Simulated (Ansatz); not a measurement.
A nudged elastic band was laid between two geometries of AlBrClHO (5 atoms, charge 0, multiplicity 1).

Computed with RKS PBE0-D4/def2-SVP in Ansatz 0.2.0.

- movable images: 5
- climbing image: yes
- spring: 5.0 eV/Å²
- optimiser: quadratic models (default)
- start path: IDPP
- force threshold: 0.05 eV/Å
- iteration limit: 60
- end points: relaxed

Initial state:

```xyz
5
Properties=species:S:1:pos:R:3
O 0.393 1.229 0.306
Al 0.027 -0.398 0.069
Cl 0.898 -1.781 1.357
Br -1.340 -1.093 -1.561
H 0.072 1.969 -0.212
```

Final state:

```xyz
5
Properties=species:S:1:pos:R:3
O 0.022 1.306 -0.180
Al -0.087 -0.372 -0.079
Cl 0.952 -1.449 1.380
Br -1.377 -1.435 -1.551
H 0.540 1.877 0.390
```

Q: What changes between the two ends?

A: No bond is made or broken. The dihedral H5–O1–Al2–Br4 changes from 0 to 180° by way of a nearly straight angle H5–O1–Al2 (up to 180°), not by a turn about the bond.

Q: Give the energies along the band, and the barrier.

A: It converged. The highest image is number 3 of 0 to 6, 0.088 eV above the ends, which have the same energy within 2 meV. A vibrational analysis at the climbing image gives one clearly imaginary mode, 352i cm⁻¹: a first-order saddle point.

```tsv
image	path coordinate (Å)	energy (eV)	angle H5–O1–Al2 (°)
0	0.00	0.000	127
1	0.21	0.019	140
2	0.42	0.064	158
3	0.64	0.088	180
4	0.85	0.065	158
5	1.06	0.020	140
6	1.27	0.000	126
```

Q: What is the geometry of the highest image?

A: 
```xyz
5
Properties=species:S:1:pos:R:3:forces:R:3
O 0.166 1.217 0.018 0.00 0.00 0.00
Al -0.023 -0.419 0.007 0.00 0.00 0.00
Cl 0.960 -1.609 1.411 0.00 0.00 0.00
Br -1.335 -1.419 -1.502 0.00 0.00 0.00
H 0.282 2.156 0.024 0.00 0.00 0.00
```

Q: What are the harmonic wavenumbers there?

A: 352i, 133, 135, 201, 228, 373, 586, 983, 4154 cm⁻¹.

The band took 4 iterations and of the order of 40 core-seconds.

Time of the run: 40 s on 1 thread of AMD EPYC 9R45 96-Core Processor (Zen 5), with other jobs on the host, peak memory 0.2 GiB.
